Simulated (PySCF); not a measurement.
C2H7NOSi2, SMILES CC1=N[SiH2]O[SiH2]1.

Geometry: B3LYP-D3(BJ)/def2-SVP. The structure was generated by enumeration, and PubChem lists no compound with its InChIKey, so it may never have been made.

These are TDDFT-PBE/def2-SVPD (PySCF) values and carry that method's errors.

Vertical excitations. The molecule is in vacuum. State labels are in the subgroup Cs.

| state | symmetry | energy (eV) | λ (nm) | f | main pairs |
|---|---|---|---|---|---|
| S1 | A" | 3.80 | 327 | 0.000 | HOMO→LUMO 100 % |
| S2 | A' | 4.90 | 253 | 0.010 | HOMO→LUMO+1 96 % |
| S3 | A' | 5.17 | 240 | 0.035 | HOMO−1→LUMO 92 % |
| S4 | A' | 5.39 | 230 | 0.011 | HOMO→LUMO+2 98 % |
| S5 | A' | 5.78 | 215 | 0.039 | HOMO→LUMO+3 96 % |
| S6 | A" | 5.99 | 207 | 0.001 | HOMO−3→LUMO 99 % |
| S7 | A' | 6.24 | 199 | 0.115 | HOMO→LUMO+4 93 % |
| S8 | A" | 6.32 | 196 | 0.001 | HOMO−1→LUMO+1 99 % |
| S9 | A' | 6.37 | 195 | 0.033 | HOMO→LUMO+5 92 % |
| S10 | A' | 6.54 | 190 | 0.089 | HOMO−2→LUMO 40 %, HOMO−4→LUMO 35 %, HOMO→LUMO+6 16 % |
| T1 | A" | 3.15 | 393 | 0 | HOMO→LUMO 100 % |
| T2 | A' | 4.59 | 270 | 0 | HOMO→LUMO+1 98 % |
| T3 | A' | 4.70 | 264 | 0 | HOMO−1→LUMO 59 %, HOMO−2→LUMO 36 % |
| T4 | A' | 5.18 | 239 | 0 | HOMO−2→LUMO 57 %, HOMO−1→LUMO 39 % |
Triplets are in the Tamm–Dancoff approximation, which puts them higher than full response would, so one can lie above its singlet here.
